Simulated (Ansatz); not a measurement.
Z-matrix (Å, degrees):
```
C
C 1 1.502
N 1 1.437 2 118.4
H 1 1.100 2 108.4 3 123.9
H 1 1.101 2 106.9 3 -123.8
C 2 1.325 1 126.5 3 2.4
H 2 1.089 1 114.3 3 -179.5
Ge 3 1.835 1 121.0 2 -74.6
C 3 1.449 1 118.5 2 92.1
H 6 1.084 2 121.7 1 -1.7
H 6 1.083 2 121.1 1 178.3
H 8 1.544 3 114.6 1 91.0
H 8 1.537 3 106.0 1 -29.8
H 8 1.540 3 106.4 1 -149.2
C 9 1.500 3 115.4 1 -88.3
H 9 1.099 3 108.0 1 34.4
H 9 1.097 3 108.9 1 149.6
C 15 1.326 9 123.7 3 -114.4
H 15 1.087 9 116.4 3 64.1
H 18 1.087 15 121.1 9 -1.2
H 18 1.084 15 122.0 9 179.0
```

The species carries charge 0 and has multiplicity 1.

(1) List the r2SCAN/def2-TZVPP orbital energies in eV (Ansatz 0.2.0). (Best estimate.)

Results:

(1) Ansatz gave: Occupied: -10834.14, -1349.22, -1199.27, -1199.27, -1199.26, -385.10, -274.01, -273.91, -273.13, -273.05, -272.86, -272.74, -167.43, -117.14, -117.12, -117.09, -30.48, -30.43, -30.39, -30.35, -30.34, -23.70, -20.67, -19.92, -18.05, -16.66, -14.58, -14.46, -13.56, -12.26, -12.05, -11.75, -11.23, -10.82, -9.94, -9.37, -9.24, -8.78, -8.59, -8.44, -8.34, -6.75, -6.48, -5.18. Lowest empty: -0.64, -0.42, 0.37, 0.83, 1.27, 1.48, 1.62, 2.22.
